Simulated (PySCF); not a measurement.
CF2GaNO, SMILES O=C=[N][Ga]([F])[F]. Atoms are numbered in the order given.

```xyz
6

Ga     0.0049     0.6662     0.0000
F      1.2671     1.8578     0.0000
F     -1.6417     1.2265     0.0000
N      0.4212    -1.0815     0.0000
C      0.1379    -2.2587     0.0000
O     -0.0693    -3.4110     0.0000
```

Geometry: TPSSh-D3(BJ)/def2-SVP. The structure was generated by enumeration; whether it is a known compound was not checked. One conformer was computed; it need not be the lowest.

These are KT2/pcSseg-1 in PySCF values and carry that method's errors.

GIAO shieldings, no solvent; atoms listed in one row are averaged. δ = σ(ref) − σ: ¹⁹F against CFCl3 (σ = 127.1 ppm); ¹⁵N against NH3 (σ = 266.2 ppm); ¹³C against TMS (σ = 185.1 ppm); ¹⁷O against H2O (σ = 330.4 ppm), references at their B3LYP-D3(BJ)/def2-TZVP geometries, non-relativistic.

Computed chemical shifts:
```tsv
nucleus	atoms	count	δ (ppm)
¹⁹F	F3	1	-181.4
¹⁹F	F2	1	-199.8
¹⁵N	N4	1	41.4
¹³C	C5	1	123.0
¹⁷O	O6	1	144.5
```
